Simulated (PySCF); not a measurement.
## Gas-phase XPS of [Al(H2O)6]3+, computed

Compound: [Al(H2O)6]3+ (charge +3).
Bonds: Al1–O2, Al1–O5, Al1–O8, Al1–O11, Al1–O14, Al1–O17. Hydrogens: H3, H4 on O2; H6, H7 on O5; H9, H10 on O8; H12, H13 on O11; H15, H16 on O14; H18, H19 on O17.

The calculation used PySCF 2.14.0, delta-SCF UKS SCAN, pcX-2 on the ionised atom, pcseg-1 elsewhere, spin-free X2C. Each binding energy is the total energy of the core-ionised species, with the hole localised on one atom, minus that of the ground state; both are solved self-consistently, so orbital relaxation is included.

What binding energy does each computed site have?

```
atom(s)                  environment  level  binding energy (eV)  count
    Al1      aluminium bonded to 6 O  Al 1s              1583.73      1
O2 (×6)  oxygen bonded to Al and 2 H   O 1s               554.80      6
```

Give the binding energy of O 1s of O2 (atom 2) (×6) in hartree and in kJ/mol.

554.80 eV = 20.3885 Eh = 53530 kJ/mol.

Which photon wavelength matches the O 1s of O2 (×6) threshold?

λ = hc/E = 12398.42 eV Å / 554.80 eV = 22.348 Å.

Topologically equivalent atoms share the value of their first member; where this conformer doesn't relate them by symmetry, their own values could differ. The species carries charge +3, so core ionisation leaves charge +4. Geometry: PBE0-D3(BJ)/def2-SVP; no solvent, vibrations or thermal averaging. The ion is multiply charged and computed without counter-ions or solvent.
